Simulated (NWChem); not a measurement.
SiBrCl, singlet; SMILES Cl[Si]Br

```xyz
3

Si     1.0183    -0.6480     0.0000
Cl    -0.5017    -2.0828     0.0000
Br    -0.1638     1.2764     0.0000
```
Atoms are numbered in this order, from 1.

Program: NWChem. Geometry optimised at PBE0/def2-SVP; all other runs use it. Low-valent species are run as closed-shell singlets; no triplet was tried in these runs. This build's default masses of Se (78.918 u) and Br (79.917 u) are each other's, which moves their modes by up to 0.6 %.

```json
[
 {"quantity": "dipole in solution (D) in water", "level": "PBE0/def2-SVP, SMD", "value": "1.24"},
 {"quantity": "vertical ionisation energy, ΔSCF (eV)", "level": "PBE0/def2-SVP", "value": "9.79"},
 {"quantity": "anisotropy (bohr³), static", "level": "PBE0/def2-SVPD", "value": "30.5"},
 {"quantity": "vertical, lowest state with f > 0.02, singlet (eV)", "level": "PBE0/def2-SVPD, TDA", "value": "3.70"},
 {"quantity": "dipole (D)", "level": "PBE0/def2-SVP", "value": "0.93"},
 {"quantity": "highest harmonic frequency (cm⁻¹)", "level": "PBE0/def2-SVP", "value": "530"}
]
```
